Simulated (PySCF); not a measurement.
SMILES CC(=O)c1cccc(C=O)c1 (GFN2-xTB optimised geometry):

```
19

C     -3.036    -1.811     0.044
C     -1.529    -1.821     0.002
O     -0.898    -2.852    -0.029
C     -0.839    -0.499     0.000
C     -1.515     0.722    -0.002
C     -0.809     1.914    -0.004
C      0.573     1.907    -0.002
C      1.265     0.694     0.000
C      2.736     0.689     0.002
O      3.431     1.672     0.006
C      0.553    -0.499     0.000
H     -3.383    -1.293     0.935
H     -3.431    -1.304    -0.833
H     -3.399    -2.835     0.059
H     -2.593     0.752    -0.004
H     -1.344     2.852    -0.006
H      1.140     2.826    -0.002
H      3.177    -0.327     0.000
H      1.068    -1.450     0.001
```

Computed with PySCF with PBE0/def2-SVP.

**Question.** What are the frontier orbital energies and the dipole moment?

**Answer.** HOMO-2 -7.97 eV, HOMO-1 -7.67 eV, HOMO -7.49 eV, LUMO -2.17 eV, LUMO+1 -1.58 eV; dipole moment 3.85 D.

On the same geometry PBE/def2-SVP run with PySCF 2.14.0 gives HOMO-2 -6.94 eV, HOMO-1 -5.93 eV, HOMO -5.77 eV, LUMO -3.01 eV, LUMO+1 -2.51 eV; dipole moment 3.70 D.

Meta-Löwdin charges at PBE0/def2-SVP: C1 -0.35, C2 0.36, O3 -0.40, C4 -0.05, C5 -0.08, C6 -0.10, C7 -0.07, C8 -0.04, C9 0.26, O10 -0.37, C11 -0.07, H12 0.12, H13 0.12, H14 0.13, H15 0.11, H16 0.12, H17 0.13, H18 0.06, H19 0.13.
